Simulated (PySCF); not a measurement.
## Arsenic: a sound run and one with changed settings

Sound run: As [Ar] 3d10 4s2 4p3, As+ [Ar] 3d10 4s2 4p2. Calculation: PySCF 2.14, in pcseg-2; no relativity, point nucleus. In the sound run the correlated levels freeze [Ar] 3d10. The sound run starts from symmetry-adapted Hartree-Fock orbitals and uses a fine grid where one is needed.

Changed run: the spin-free X2C one-electron Hamiltonian (Gaussian nucleus). This setting is unsound on purpose.

```csv
species,method,sound run (hartree),changed run (hartree),converged
As,UHF,-2234.20944,-2253.74668,yes
As,M06-L,-2235.75978,-2255.29704,yes
As,TPSS,-2235.80145,-2255.33107,yes
As,MP2,-2234.28032,-2253.81718,yes
As,CCSD(T),-2234.29748,-2253.83405,yes
As+,UHF,-2233.86205,-2253.39938,yes
As+,M06-L,-2235.40519,-2254.94307,yes
As+,TPSS,-2235.43532,-2254.96530,yes
As+,MP2,-2233.91557,-2253.45257,yes
As+,CCSD(T),-2233.93286,-2253.46946,yes
```

Ionisation energy of As:

```csv
method,sound run (eV),changed run (eV)
UHF,9.453,9.450
M06-L,9.649,9.632
TPSS,9.963,9.953
MP2,9.925,9.922
SCS-MP2,9.781,9.776
CCSD,9.891,9.890
CCSD(T),9.922,9.921
```

Most of the change in total energy is the relativistic energy itself. On top of that the contraction fixes the core shape for the Hamiltonian it was made with, so the changed run is not a good calculation with the other Hamiltonian either.

For comparison, NIST gives 9.789 eV between the lowest levels.
